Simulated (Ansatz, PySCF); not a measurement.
Spin states of MoO2 (SMILES [O]=[Mo]=[O]), each relaxed with B3LYP-D3(BJ)/def2-TZVP.
State 1 (charge 0, multiplicity 3):
```
atom    x (Å)    y (Å)    z (Å)
----  -------  -------  -------
Mo     0.3534  -0.2941   0.3576
O      0.8978   0.3425  -1.1178
O     -1.2843  -0.0009   0.6898
```
State 2 (charge 0, multiplicity 1):
```xyz
3

Mo     0.39598    -0.33025     0.40211
O      0.79908     0.34839    -1.07600
O     -1.22822     0.02932     0.60347
```

Singlets are restricted, other states unrestricted; no spin–orbit coupling, no relativity up to Kr; see below for the cores. The largest T1 diagnostic is 0.112.

Correlated levels freeze the inner cores; with def2 sets outer-core shells near the valence are correlated too. CBS: X⁻³ extrapolation of the correlation energy, Hartree–Fock from the larger set.

Run with Ansatz (a quantum-chemistry and plane-wave program) with Gaussian orbitals; PySCF for the dispersion terms. Values without a source in brackets are computed. In def2 rows elements past Kr take small-core potentials, without spin–orbit coupling.

```json
[
 {"level": "PBE-D4/def2-TZVPP", "energy of the multiplicity-1 state less that of the multiplicity-3 state (kcal/mol)": "11.46"},
 {"level": "B3LYP-D3(BJ)/def2-TZVPP", "energy of the multiplicity-1 state less that of the multiplicity-3 state (kcal/mol)": "12.82"},
 {"level": "B3LYP-D4/def2-TZVPP", "energy of the multiplicity-1 state less that of the multiplicity-3 state (kcal/mol)": "12.80"},
 {"level": "PBE0-D3(BJ)/def2-TZVPP", "energy of the multiplicity-1 state less that of the multiplicity-3 state (kcal/mol)": "16.72"},
 {"level": "BHLYP-D3(BJ)/def2-TZVPP", "energy of the multiplicity-1 state less that of the multiplicity-3 state (kcal/mol)": "18.69"},
 {"level": "BHLYP-D4/def2-TZVPP", "energy of the multiplicity-1 state less that of the multiplicity-3 state (kcal/mol)": "18.68"},
 {"level": "B2PLYP-D4/def2-TZVPP", "energy of the multiplicity-1 state less that of the multiplicity-3 state (kcal/mol)": "9.59"},
 {"level": "CCSD(T)/def2-SVP", "energy of the multiplicity-1 state less that of the multiplicity-3 state (kcal/mol)": "?"},
 {"level": "CCSD(T)/CBS(def2-SVP, def2-TZVPP)", "energy of the multiplicity-1 state less that of the multiplicity-3 state (kcal/mol)": "?"}
]
```

Task: What belongs in the gaps?

Result: 
- CCSD(T)/def2-SVP, energy of the multiplicity-1 state less that of the multiplicity-3 state (kcal/mol): 3.79
- CCSD(T)/CBS(def2-SVP, def2-TZVPP), energy of the multiplicity-1 state less that of the multiplicity-3 state (kcal/mol): 7.56

Doubts at one or more of the structures used: a restricted determinant that unrestricted orbitals would lower (B2PLYP-D4/def2-TZVPP, CCSD(T)/def2-SVP, CCSD(T)/CBS(def2-SVP, def2-TZVPP)); a spin-contaminated determinant (CCSD(T)/def2-SVP, CCSD(T)/CBS(def2-SVP, def2-TZVPP)); T1 above 0.05 (CCSD(T)/def2-SVP, CCSD(T)/CBS(def2-SVP, def2-TZVPP)).
